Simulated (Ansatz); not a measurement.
Ansatz (a first-principles code) input file for C2H5BiF2, SMILES C[CH2][Bi]([F])[F], PBE0/def2-SVPD. Coordinates come from a PBE0-D3(BJ)/def2-SVP optimisation. The structure was generated by enumeration; whether it is a known compound was not checked. The def2 effective core potentials stand for the cores of Bi; spin–orbit coupling is left out. Other conformers were not sampled.

Ansatz 0.2 input:
```yaml
crystal:
  periodic: [false, false, false]
  atoms:
    - {symbol: Bi, position_ang: [0.44941482, 0.18419239, 0.00000000]}
    - {symbol: F, position_ang: [0.05113281, -1.12553969, -1.51040969]}
    - {symbol: F, position_ang: [0.05113282, -1.12553970, 1.51040969]}
    - {symbol: C, position_ang: [-1.69609739, 0.90456255, 0.00000000]}
    - {symbol: C, position_ang: [-2.63334883, -0.28924992, 0.00000000]}
    - {symbol: H, position_ang: [-1.81741568, 1.54302053, 0.89104090]}
    - {symbol: H, position_ang: [-1.81741568, 1.54302054, -0.89104089]}
    - {symbol: H, position_ang: [-2.46086269, -0.91759976, -0.88631181]}
    - {symbol: H, position_ang: [-2.46086269, -0.91759976, 0.88631181]}
    - {symbol: H, position_ang: [-3.68858677, 0.02902909, 0.00000000]}
basis:
  gaussian:
    orbitals: def2-SVPD
hamiltonian:
  xc: {name: PBE0}
```

Output:

```
WARN ansatz: RAYON_NUM_THREADS=1 ignored (pool sized by the plan → 1); use --threads N
Functional definition: PBE0
integrals: 0.09 GiB planned
1420 factors; their error is unknown
mean field: 0.80 GiB planned
mean field evaluation 1: about -13406.5152 eV, gradient 7.2e1 eV
mean field evaluation 2: about -13376.8052 eV, gradient 1.4e2 eV
mean field evaluation 4: about -13417.6769 eV, gradient 9.7e0 eV
mean field evaluation 8: about -13418.0547 eV, gradient 3.1e-1 eV
mean field evaluation 16: about -13418.0549 eV, gradient 1.0e-5 eV
mean field -13418.05486714 eV, -493.1044212832 hartree, gradient 9.8e-6 eV, S^2 0.000000; 0 other end points of the search recorded, 0 dependent functions left out
reference -13418.05490332 eV, -493.1044226127 hartree; 29, 29 occupied and 129, 129 virtual orbitals, 1420 factors
Total energy: -13418.05490332 eV, -493.1044226127 hartree
```

The run converged.

Cost: very roughly 6 core-seconds.
